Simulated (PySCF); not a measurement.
A structure optimised at PBE-D3(BJ)/def2-SVP, used in a PySCF frequency run:

```
C
C 1 1.3642
H 2 1.0997 1 120.96
H 2 1.1043 3 117.08 1 177.86
H 1 1.1062 2 117.34 3 -2.84
C 1 1.4977 5 116.44 2 170.55
H 6 1.1019 1 114.46 5 15.85
H 6 1.1078 7 111.92 1 -131.64
Al 6 1.9565 7 121.03 8 -131.09
F 9 1.6802 6 118.31 7 143.66
Cl 9 2.1092 10 117.63 4 -129.48
```
Charge 0, spin multiplicity 1.

Question: Write its SMILES and formula.

Answer: C=C[CH2][Al]([F])[Cl], C3H5AlClF

Question: What are its rotational constants (standard atomic weights)?

Answer: 2.9930, 1.6317, 1.3531 GHz
